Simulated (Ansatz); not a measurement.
Stepwise reaction of `F[Si](F)(S)S` with hydrogen, as a gas-phase model of exchange steps in deposition or etching. ΔE in kJ/mol; ΔG adds harmonic PBE0-D4 terms to CCSD(T)/CBS, at 1 bar.

Program: Ansatz. Geometries: PBE0-D4/def2-TZVP. ΔE: electronic, gas phase. CCSD(T)/CBS adds triple-zeta CCSD(T) − MP2 to the extrapolated MP2 energy (def2 sets, frozen cores). This one scheme is used for every species. DFT in def2-TZVPP. B3LYP here is the variant with VWN-RPA as its local correlation; programs differ in this. Each species was taken in one conformer, which may not be the lowest.

```json
{"step": "1", "reaction": "`F[Si](F)(S)S` + H₂ → `F[SiH](F)S` + H₂S", "PBE-D4": "49.7", "B3LYP-D4": "42.2", "ωB97M-V": "42.7", "CCSD(T)/CBS": "42.0", "ΔG(600 K)": "28.8"}
{"step": "2", "reaction": "`F[SiH](F)S` + H₂ → `F[SiH2]F` + H₂S", "PBE-D4": "51.1", "B3LYP-D4": "42.8", "ωB97M-V": "44.6", "CCSD(T)/CBS": "43.2", "ΔG(600 K)": "37.6"}
```

Question: By hand: ΔE of the 2 steps together at CCSD(T)/CBS.

Answer: (42.0) + (43.2) = 85.2 kJ/mol, or 42.6 kJ/mol a step.

In ΔE the steps differ by no more than 1.2 kJ/mol. All are uphill at CCSD(T)/CBS. ΔG lies between 28.8 and 37.6 kJ/mol a step. PBE-D4 differs from CCSD(T)/CBS by 7.7 to 7.9 kJ/mol a step. Isolated molecules leave out the surface, adducts and barriers. Largest T1 diagnostic: 0.012.
